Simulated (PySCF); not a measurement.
**Telling isomers of C6H10F2O2 apart by NMR**

How the numbers were obtained: GFN2-xTB structure, GIAO PBE0/pcSseg-1 shieldings, in PySCF (no solvent, fast rotation and ring inversion assumed for equivalent nuclei, single conformer, relativity neglected).

Chemical shifts δ = σref − σ; TMS for 1H, 13C, all at this level. Splittings of carbon signals by F and P are missing where no couplings were computed. Where no couplings were computed, multiplicities follow the n + 1 count of equivalent neighbours, and m marks all less simple cases (inequivalent or close neighbours, rings, F or P nearby). Shifts are as computed. Against solution values, carbons near 30 ppm lie about +3 ppm off and those near 130 ppm about +5 ppm. Of 1211 compounds with measured shifts, 218 miss one by over three times the rms of a fit or turn the order of signals round; such compounds aren't used in these exercises.

(1) Tabulate the signals of `C=C(OC(C)C)OC(F)F`, `CC(C)[C@@H]1O[C@@H]1OC(F)F` and their relative energies.

(2) What is the quickest way to tell C=C(OC(C)C)OC(F)F from CC(C)[C@@H]1O[C@@H]1OC(F)F?

Answers

(1) 
```json
{"SMILES": "C=C(OC(C)C)OC(F)F", "carbon types": "1×C 2×CH 1×CH2 2×CH3", "δC": "167.5, 120.4, 74.8, 64.5, 23.1", "δH": "7.02 (m, 1H), 4.14 (sept, 1H), 3.92 (br s, 1H), 3.26 (br s, 1H), 1.36 (d, 6H)", "E rel. (kcal/mol)": "0.0"}
{"SMILES": "CC(C)[C@@H]1O[C@@H]1OC(F)F", "carbon types": "4×CH 2×CH3", "δC": "124.4, 75.8, 62.7, 32.5, 21.8, 19.5", "δH": "6.60 (m, 1H), 4.78 (m, 1H), 2.28 (m, 1H), 1.61 (m, 1H), 1.22 (d, 3H), 1.05 (d, 3H)", "E rel. (kcal/mol)": "2.8"}
```

Energies are electronic energies at PBE0/pcSseg-1 on these geometries, without zero-point or thermal terms, each for the one conformer computed, which needn't be the lowest.

(2) Count the carbon signals: 5 against 6. The first has an alkene carbon bearing oxygen (C) at 167.5 ppm, the second an sp3 CH at 32.5 ppm. Their most deshielded carbons lie at 167.5 and 124.4 ppm. In the proton spectra the most deshielded non-exchanging signals are 7.02 (m, 1H) and 6.60 (m, 1H).
